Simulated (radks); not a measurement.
The numbers below are computed, except where a source is named.
Trend from Rb to Xe: ionisation energy by Delta-SCF between NIST ground configurations, and size. Code: a radial shooting solver on a logarithmic mesh with Libxc functionals. Model: Dirac Kohn-Sham, BLYP, spin-unpolarised, spherical densities, point nucleus; open shells fill j = l - 1/2 first.

\begin{tabular}{lrrrrrrrr}
species & configuration & configuration of the ion & IE (eV) & NIST (eV) & kind & -e(HOMO) (eV) & outermost & <r> outermost (bohr) \\ \hline
Rb & [Kr] 5s1 & [Kr] & 4.193 & 4.177 & exp. & 2.166 (5s1/2) & 5s1/2 & 5.17 \\
Sr & [Kr] 5s2 & [Kr] 5s1 & 5.809 & 5.695 & exp. & 3.376 (5s1/2) & 5s1/2 & 4.31 \\
Zr & [Kr] 4d2 5s2 & [Kr] 4d2 5s1 & 7.047 & 6.634 & exp. & 3.467 (4d3/2) & 5s1/2 & 3.73 \\
Nb & [Kr] 4d4 5s1 & [Kr] 4d4 & 6.641 & 6.759 & exp. & 2.939 (4d3/2) & 5s1/2 & 3.74 \\
Mo & [Kr] 4d5 5s1 & [Kr] 4d5 & 6.914 & 7.092 & exp. & 3.490 (4d5/2) & 5s1/2 & 3.60 \\
Tc & [Kr] 4d5 5s2 & [Kr] 4d5 5s1 & 8.105 & 7.119 & exp. & 4.941 (5s1/2) & 5s1/2 & 3.31 \\
Ru & [Kr] 4d7 5s1 & [Kr] 4d7 & 7.355 & 7.361 & exp. & 4.232 (5s1/2) & 5s1/2 & 3.39 \\
Rh & [Kr] 4d8 5s1 & [Kr] 4d8 & 7.541 & 7.459 & exp. & 4.313 (5s1/2) & 5s1/2 & 3.31 \\
Pd & [Kr] 4d10 & [Kr] 4d9 & 8.890 & 8.337 & exp. & 3.859 (4d5/2) & 4d5/2 & 1.61 \\
Ag & [Kr] 4d10 5s1 & [Kr] 4d10 & 7.873 & 7.576 & exp. & 4.455 (5s1/2) & 5s1/2 & 3.16 \\
Cd & [Kr] 4d10 5s2 & [Kr] 4d10 5s1 & 9.320 & 8.994 & exp. & 5.650 (5s1/2) & 5s1/2 & 2.90 \\
In & [Kr] 4d10 5s2 5p1 & [Kr] 4d10 5s2 & 5.566 & 5.786 & exp. & 2.585 (5p1/2) & 5p1/2 & 3.65 \\
Sn & [Kr] 4d10 5s2 5p2 & [Kr] 4d10 5s2 5p1 & 7.025 & 7.344 & exp. & 3.729 (5p1/2) & 5p1/2 & 3.18 \\
Sb & [Kr] 4d10 5s2 5p3 & [Kr] 4d10 5s2 5p2 & 7.841 & 8.608 & exp. & 4.379 (5p3/2) & 5p3/2 & 3.00 \\
Te & [Kr] 4d10 5s2 5p4 & [Kr] 4d10 5s2 5p3 & 9.200 & 9.010 & exp. & 5.463 (5p3/2) & 5p3/2 & 2.74 \\
I & [Kr] 4d10 5s2 5p5 & [Kr] 4d10 5s2 5p4 & 10.557 & 10.451 & exp. & 6.558 (5p3/2) & 5p3/2 & 2.53 \\
Xe & [Xe] & [Kr] 4d10 5s2 5p5 & 11.921 & 12.130 & exp. & 7.671 (5p3/2) & 5p3/2 & 2.36 \\
\end{tabular}

Reference values: NIST Atomic Spectra Database (exp. = measured, semi-emp. = semi-empirical, theory = theoretical value adopted there). Spin polarisation and multiplet splitting are left out, so open shells lie too high by an amount that depends on their filling.

Beside tabulated values, note that spin-unpolarised runs miss the spin-polarisation part of the exchange energy of open shells.
